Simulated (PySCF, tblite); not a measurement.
Isomers of C7H9O2 (doublet state). Computed with GFN2-xTB (tblite): harmonic, unscaled wavenumbers at the GFN2-xTB geometry, gas phase. Against measured fundamentals such values can be off by several per cent, at times by over 20. One conformer each. Open shells enter through the occupations alone, without spin polarisation, and single modes of such species can be off by tens of per cent.

Electronic energies: B3LYP/pcH-1 single points on the GFN2-xTB geometries (PySCF, gas phase).

```
                     SMILES  electronic energy, lowest = 0 (kcal/mol)
          C=C(C)[C]1COCC1=O                                      15.5
COC1=C[C@@H]2C[C@@H]2[CH]O1                                      52.6
          [CH2]CCC#CC(=O)OC                                      46.8
       C=C(C)/C=[C]\C(=O)OC                                      36.9
    CC(=O)[C@@H]1CC[CH]C1=O                                       0.0
   CCC(=O)C(=O)[C@H]1[CH]C1                                      41.9
```

How do GFN2-xTB zero-point energies change the relative energies?

| SMILES | ZPE (kcal/mol) | of it from modes above 1550 cm⁻¹ | electronic (kcal/mol) | with ZPE, lowest = 0 (kcal/mol) | lowest mode (cm⁻¹) | rings |
| --- | --- | --- | --- | --- | --- | --- |
| CC(=O)[C@@H]1CC[CH]C1=O | 89.2 | 43.5 | 0.0 | 0.0 | 76 | 1 |
| C=C(C)[C]1COCC1=O | 88.3 | 40.8 | 15.5 | 14.7 | 68 | 1 |
| C=C(C)/C=[C]\C(=O)OC | 86.9 | 46.4 | 36.9 | 34.6 | 36 | 0 |
| CCC(=O)C(=O)[C@H]1[CH]C1 | 87.4 | 44.0 | 41.9 | 40.1 | 30 | 1 |
| [CH2]CCC#CC(=O)OC | 85.9 | 44.5 | 46.8 | 43.6 | 10 | 0 |
| COC1=C[C@@H]2C[C@@H]2[CH]O1 | 88.7 | 41.7 | 52.6 | 52.1 | 72 | 2 |

The zero-point energies span 3.3 kcal/mol, from `[CH2]CCC#CC(=O)OC` to `CC(=O)[C@@H]1CC[CH]C1=O`. The order is unchanged.

And how do the electronic energies of GFN2-xTB itself compare?

`CC(=O)[C@@H]1CC[CH]C1=O` 0.0; `C=C(C)[C]1COCC1=O` 7.2; `C=C(C)/C=[C]\C(=O)OC` 41.0; `CCC(=O)C(=O)[C@H]1[CH]C1` 53.8; `[CH2]CCC#CC(=O)OC` 53.8; `COC1=C[C@@H]2C[C@@H]2[CH]O1` 21.4 kcal/mol, lowest = 0. Against the energies above, taken from the same isomer `CC(=O)[C@@H]1CC[CH]C1=O`, the largest difference is 31.2 kcal/mol.

What do entropy and thermal enthalpy add at 298.15 K and 1 bar (rigid rotor, harmonic oscillator, one conformer each)?

```
                     SMILES  point group  symmetry number  S (cal/(mol K))  H − H(0) (kcal/mol)  ZPE + H − H(0) − TS (kcal/mol)
    CC(=O)[C@@H]1CC[CH]C1=O           C1                1             93.2                 6.16                            67.5
          C=C(C)[C]1COCC1=O           Cs                1             95.4                 6.39                            66.2
       C=C(C)/C=[C]\C(=O)OC           C1                1            107.6                 7.50                            62.3
   CCC(=O)C(=O)[C@H]1[CH]C1           C1                1            102.8                 6.99                            63.7
COC1=C[C@@H]2C[C@@H]2[CH]O1           C1                1             93.7                 6.26                            67.0
```

S holds R ln(2S + 1) for the spin.

Not tabulated: `[CH2]CCC#CC(=O)OC` (lowest mode only 10 cm⁻¹).
